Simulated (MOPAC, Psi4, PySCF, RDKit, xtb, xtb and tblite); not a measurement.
Internal rotation in SMILES C(=C)c1cccc(SC)c1 (C₉H₁₀S). Scanned: dihedral C6–C7–S8–C9; all other coordinates were relaxed at GFN2-xTB. Points at φ and −φ are mirror images.

Atom numbering (GFN2-xTB optimised geometry, Å):
```
20

C      3.1380     0.8928    -2.0939
C      2.5914     0.2136    -1.0933
C      1.2075     0.2959    -0.6400
C      0.3006     1.2422    -1.1244
C     -0.9975     1.2650    -0.6576
C     -1.4331     0.3566     0.2940
C     -0.5433    -0.5878     0.7841
S     -0.9572    -1.8049     1.9995
C     -2.7329    -1.5577     2.2843
C      0.7664    -0.6092     0.3200
H      4.1728     0.7607    -2.3598
H      2.5861     1.5986    -2.6909
H      3.2013    -0.4921    -0.5426
H      0.6131     1.9652    -1.8608
H     -1.6916     2.0021    -1.0350
H     -2.4532     0.4010     0.6397
H     -3.0238    -2.3256     2.9946
H     -3.2786    -1.6895     1.3545
H     -2.9103    -0.5751     2.7120
H      1.4444    -1.3516     0.7158
```

MMFF94 // GFN2-xTB (RDKit); GFN2-xTB (xtb and tblite); GFN1-xTB // GFN2-xTB (xtb); AM1, restricted, heats of formation // GFN2-xTB (MOPAC); RKS-B3LYP/3-21G = restricted B3LYP/3-21G, density fitting // GFN2-xTB in PySCF; PBE-D3(BJ)/def2-SVP // GFN2-xTB (Psi4).

Energies in kJ/mol, each method relative to its own lowest point.

```
φ / °  MMFF94  GFN2-xTB  GFN1-xTB   AM1  RKS-B3LYP/3-21G  PBE-D3(BJ)/def2-SVP
-----  ------  --------  --------  ----  ---------------  -------------------
-150      2.8       1.9       2.8   2.9              4.6                  3.8
-120      0.2       6.0       9.3   8.5              2.6                  8.5
-90       0.9       7.7      12.8  11.6              0.0                  9.8
-60       0.0       5.7       9.0   8.0              2.6                  8.2
-30       2.4       1.5       2.6   2.6              4.5                  3.5
0         3.3       0.0       0.1   0.1              4.0                  0.0
30        2.4       1.5       2.6   2.6              4.5                  3.5
60        0.0       5.7       9.0   8.0              2.6                  8.2
90        0.9       7.7      12.8  11.6              0.0                  9.8
120       0.2       6.0       9.3   8.5              2.6                  8.5
150       2.8       1.9       2.8   2.9              4.6                  3.8
180       3.8       0.3       0.0   0.0              4.1                  0.0
```

Root-mean-square difference from the PBE-D3(BJ)/def2-SVP profile, itself a level with limits, after the best constant shift (kJ/mol): MMFF94 4.7, GFN2-xTB 0.9, GFN1-xTB 1.3, AM1 0.9, RKS-B3LYP/3-21G 4.8.
